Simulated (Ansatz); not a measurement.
The cluster B4. Charge 0, multiplicity 3. Geometry B3LYP-D4/def2-TZVP, that of the charge +1 doublet; atoms count from 1.

```
atom   x (Å)   y (Å)   z (Å)
  B1   0.246   1.063   0.049
  B2  -0.246  -1.063  -0.049
  B3  -0.762   0.140   0.769
  B4   0.762  -0.140  -0.769
```

At PBE0-D4/def2-TZVP a singlet of charge 0 lies 1.15 eV below the triplet at the same geometry. The structure comes from a short search, and lower isomers may exist.

(1) Estimate the Mulliken populations from the PBE0/def2-TZVP orbitals of Ansatz.

(2) Where does the spin sit?

(3) And the Mayer bond orders between heavy atoms (over 0.3)?

## Answers

(1) 
```json
{"atom": "B1", "charge (e)": "0.00", "spin (α − β)": "0.50"}
{"atom": "B2", "charge (e)": "0.00", "spin (α − β)": "0.50"}
{"atom": "B3", "charge (e)": "0.00", "spin (α − β)": "0.50"}
{"atom": "B4", "charge (e)": "0.00", "spin (α − β)": "0.50"}
```
Mulliken values depend strongly on the basis.

(2) Summed by element: B 2.00, of 2 unpaired in all. Largest on single atoms: B3 0.50, B4 0.50, B1 0.50.

(3) B1–B2 0.63 (2.18 Å); B1–B3 1.30 (1.54 Å); B1–B4 1.30 (1.54 Å); B2–B3 1.30 (1.54 Å); B2–B4 1.30 (1.54 Å); B3–B4 0.63 (2.18 Å).
